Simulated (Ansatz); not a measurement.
Ansatz (an electronic-structure program) input:
A basis named .json is the Basis Set Exchange file of that set.

Ansatz 0.2 input:
```yaml
crystal:
  periodic: [false, false, false]
  atoms:
    - {symbol: Al, position_ang: [0.00000000, 0.00000000, 0.00000000]}
    - {symbol: O, position_ang: [0.00000000, 0.00000000, 1.64976943]}
    - {symbol: O, position_ang: [-0.00000000, -0.00000000, -1.64976943]}
basis:
  gaussian:
    orbitals: aug-cc-pV_D+d_Z.json
magnetization: {spin_polarized: true, initial_magnetization: 1}
correlation: {method: ccsd_t, electrons: outside_noble_gas}
output: {forces: true}
```

Question: What final total energy does it print?

Answer: -392.07158 Eh (CCSD(T)/aug-cc-pV(D+d)Z). The basis has 78 functions.

It need not be the lowest isomer of its formula.

The program attaches cautions to this result: other roots.

The determinant is spin-contaminated: <S^2> is 1.15 against 0.75 for a pure state.
